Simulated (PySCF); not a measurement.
C$_{8}$H$_{10}$, triplet, at a GFN2-xTB geometry (a higher spin typed on purpose: for a closed-shell molecule this is an excited state) (in this run its highest filled SCF level lies above zero, so its values depend strongly on the basis, on diffuse functions most of all), with bond 17-7 at 1.6 times its length; PBE/STO-3G run with PySCF.

PySCF was given this input:
```python
from pyscf import gto, scf, dft

mol = gto.M(
    atom='''
C     2.89995989    0.08720435    0.08180246
C     1.42431394    0.01572360    0.08528584
C     0.68151959    0.66352555   -1.05084969
C    -0.67705363    0.61971006   -1.08424344
C    -1.42431394   -0.01572360   -0.08528584
C    -2.89995989   -0.08720435   -0.08180246
C    -0.68151959   -0.66352555    1.05084969
C     0.67705363   -0.61971006    1.08424344
H     3.30573525   -0.37022876   -0.82672194
H     3.23520416    1.12973746    0.07464159
H     3.32581685   -0.41348527    0.94832706
H     1.26086097    1.15087264   -1.81651479
H    -1.20900519    1.08696493   -1.90343083
H    -3.23520416   -1.12973746   -0.07464159
H    -3.30573525    0.37022876    0.82672194
H    -3.32581685    0.41348527   -0.94832706
H    -1.60846580   -1.44328089    2.27591385
H     1.20900519   -1.08696493    1.90343083
''',
    basis='sto-3g',
    spin=2,
    verbose=4,
)

mf = dft.UKS(mol)
mf.xc = 'pbe'
mf.init_guess = 'atom'
mf.kernel()
```

What the program printed (banner, timings and long lists left out):

```
PySCF version 2.14.0

[INPUT] verbose = 4
[INPUT] num. atoms = 18
[INPUT] num. electrons = 58
[INPUT] charge = 0
[INPUT] spin (= nelec alpha-beta = 2S) = 2
[INPUT] symmetry False subgroup None
[INPUT] Mole.unit = angstrom
[INPUT] Symbol           X                Y                Z      unit          X                Y                Z       unit  Magmom
[INPUT]  1 C      2.899959890000   0.087204350000   0.081802460000 AA    5.480129964324   0.164792338371   0.154584245716 Bohr   0.0
[INPUT]  2 C      1.424313940000   0.015723600000   0.085285840000 AA    2.691563262000   0.029713297692   0.161166879903 Bohr   0.0
[INPUT]  3 C      0.681519590000   0.663525550000  -1.050849690000 AA    1.287885373626   1.253881566151  -1.985818112184 Bohr   0.0
[INPUT]  4 C     -0.677053630000   0.619710060000  -1.084243440000 AA   -1.279445932343   1.171082290038  -2.048923153956 Bohr   0.0
[INPUT]  5 C     -1.424313940000  -0.015723600000  -0.085285840000 AA   -2.691563262000  -0.029713297692  -0.161166879903 Bohr   0.0
[INPUT]  6 C     -2.899959890000  -0.087204350000  -0.081802460000 AA   -5.480129964324  -0.164792338371  -0.154584245716 Bohr   0.0
[INPUT]  7 C     -0.681519590000  -0.663525550000   1.050849690000 AA   -1.287885373626  -1.253881566151   1.985818112184 Bohr   0.0
[INPUT]  8 C      0.677053630000  -0.619710060000   1.084243440000 AA    1.279445932343  -1.171082290038   2.048923153956 Bohr   0.0
[INPUT]  9 H      3.305735250000  -0.370228760000  -0.826721940000 AA    6.246934262821  -0.699630959837  -1.562278047769 Bohr   0.0
[INPUT] 10 H      3.235204160000   1.129737460000   0.074641590000 AA    6.113649819454   2.134894392062   0.141052162602 Bohr   0.0
[INPUT] 11 H      3.325816850000  -0.413485270000   0.948327060000 AA    6.284882986964  -0.781373916842   1.792078419914 Bohr   0.0
[INPUT] 12 H      1.260860970000   1.150872640000  -1.816514790000 AA    2.382681914453   2.174834093855  -3.432715454322 Bohr   0.0
[INPUT] 13 H     -1.209005190000   1.086964930000  -1.903430830000 AA   -2.284688692278   2.054066024707  -3.596962965754 Bohr   0.0
[INPUT] 14 H     -3.235204160000  -1.129737460000  -0.074641590000 AA   -6.113649819454  -2.134894392062  -0.141052162602 Bohr   0.0
[INPUT] 15 H     -3.305735250000   0.370228760000   0.826721940000 AA   -6.246934262821   0.699630959837   1.562278047769 Bohr   0.0
[INPUT] 16 H     -3.325816850000   0.413485270000  -0.948327060000 AA   -6.284882986964   0.781373916842  -1.792078419914 Bohr   0.0
[INPUT] 17 H     -1.608465800000  -1.443280890000   2.275913850000 AA   -3.039559842729  -2.727405602919   4.300853859604 Bohr   0.0
[INPUT] 18 H      1.209005190000  -1.086964930000   1.903430830000 AA    2.284688692278  -2.054066024707   3.596962965754 Bohr   0.0

nuclear repulsion = 335.736684010478
number of shells = 34
number of NR pGTOs = 150
number of NR cGTOs = 50
basis = sto-3g
ecp = {}

******** <class 'pyscf.dft.uks.UKS'> ********
method = UKS
initial guess = atom
damping factor = 0
level_shift factor = 0
DIIS = <class 'pyscf.scf.diis.CDIIS'>
diis_start_cycle = 1
diis_space = 8
diis_damp = 0
SCF conv_tol = 1e-09
SCF conv_tol_grad = None
SCF max_cycles = 50
direct_scf = True
direct_scf_tol = 1e-13
number electrons alpha = 30  beta = 28
XC library pyscf.dft.libxc version 7.1.2
    S. Lehtola, C. Steigemann, M. J. T. Oliveira, and M. A. L. Marques,  SoftwareX 7, 1–5 (2018)
XC functionals = pbe
    J. P. Perdew, K. Burke, and M. Ernzerhof,  Phys. Rev. Lett. 77, 3865 (1996)
    J. P. Perdew, K. Burke, and M. Ernzerhof,  Phys. Rev. Lett. 78, 1396 (1997)
    J. P. Perdew, K. Burke, and M. Ernzerhof,  Phys. Rev. Lett. 77, 3865 (1996)
    J. P. Perdew, K. Burke, and M. Ernzerhof,  Phys. Rev. Lett. 78, 1396 (1997)
radial grids:
    Treutler-Ahlrichs [JCP 102, 346 (1995); DOI:10.1063/1.469408] (M4) radial grids

becke partition: Becke, JCP 88, 2547 (1988); DOI:10.1063/1.454033
pruning grids: <function nwchem_prune>
grids dens level: 3
symmetrized grids: False
atomic radii adjust function: <function treutler_atomic_radii_adjust>
small_rho_cutoff = 0
Set gradient conv threshold to 3.16228e-05
Spherically averaged atomic HF for {'C', 'H'}

******** <class 'pyscf.scf.atom_hf.AtomSphAverageRHF'> ********
method = AtomSphAverageRHF
initial guess = minao
damping factor = 0
level_shift factor = 0
DIIS = <class 'pyscf.scf.diis.CDIIS'>
diis_start_cycle = 1
diis_space = 8
diis_damp = 0
SCF conv_tol = 1e-09
SCF conv_tol_grad = None
SCF max_cycles = 50
direct_scf = True
direct_scf_tol = 1e-13
atom = C
Set gradient conv threshold to 3.16228e-05
Initial guess from minao.
init E= -36.7517431777338
cycle= 1 E= -36.7619269638614  delta_E= -0.0102  |g|=    0  |ddm|= 0.0245
cycle= 2 E= -36.7619269638615  delta_E= -2.13e-14  |g|=    0  |ddm|= 1.91e-15
Extra cycle  E= -36.7619269638615  delta_E=    0  |g|=    0  |ddm|=    0
Atomic HF for atom  C  converged. SCF energy = -36.7619269638615

******** 1 electron system ********
Atomic HF for atom  H  converged. SCF energy = -0.466581849557275

tot grids = 211024
init E= -305.936672669233

cycle= 1 E= -306.434802764085  delta_E= -0.498  |g|= 0.0794  |ddm|= 4.43

cycle= 2 E= -306.427600460525  delta_E= 0.0072  |g|= 0.137  |ddm|= 0.395

cycle= 3 E= -306.439779587619  delta_E= -0.0122  |g|= 0.051  |ddm|= 0.322

cycle= 4 E= -306.441002259435  delta_E= -0.00122  |g|= 0.0353  |ddm|= 0.115

cycle= 5 E= -306.441736847304  delta_E= -0.000735  |g|= 0.0171  |ddm|= 0.0723

cycle= 6 E= -306.44194175836  delta_E= -0.000205  |g|= 0.00505  |ddm|= 0.0355

cycle= 7 E= -306.44197724486  delta_E= -3.55e-05  |g|= 0.00159  |ddm|= 0.0158

cycle= 8 E= -306.441983119174  delta_E= -5.87e-06  |g|= 0.000787  |ddm|= 0.00699

cycle= 9 E= -306.441985250853  delta_E= -2.13e-06  |g|= 0.000692  |ddm|= 0.0061

cycle= 10 E= -306.441986229263  delta_E= -9.78e-07  |g|= 0.000216  |ddm|= 0.00318

cycle= 11 E= -306.441986325937  delta_E= -9.67e-08  |g|= 0.000105  |ddm|= 0.00105

cycle= 12 E= -306.441986345403  delta_E= -1.95e-08  |g|= 7.37e-05  |ddm|= 0.000536

cycle= 13 E= -306.441986347399  delta_E= -2e-09  |g|= 6.29e-05  |ddm|= 0.000213

cycle= 14 E= -306.441986350339  delta_E= -2.94e-09  |g|= 3.32e-05  |ddm|= 0.000144

cycle= 15 E= -306.441986351093  delta_E= -7.54e-10  |g|= 2.17e-05  |ddm|= 8.64e-05

Extra cycle  E= -306.441986348795  delta_E= 2.3e-09  |g|= 6.19e-05  |ddm|= 0.000143
converged SCF energy = -306.441986348795  <S^2> = 2.0311052  2S+1 = 3.0206656
```
